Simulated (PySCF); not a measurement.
A structure optimised at ωB97X-D3(BJ)/def2-SVP, used in a PySCF frequency run:

```
Ge
F 1 1.7249
F 1 1.7249 2 104.66
S 1 2.1789 2 105.53 3 119.19
H 4 1.3484 1 92.14 2 170.86
S 1 2.1789 2 112.76 3 -114.20
H 6 1.3484 1 92.14 2 -75.47
```
Charge 0, spin multiplicity 1.

Task: Write its SMILES, formula and point group.

Result: [F][Ge]([F])([SH])[SH], F2GeH2S2, C2

Task: What are its rotational constants (standard atomic weights)?

Result: 2.5135, 1.7211, 1.4415 GHz
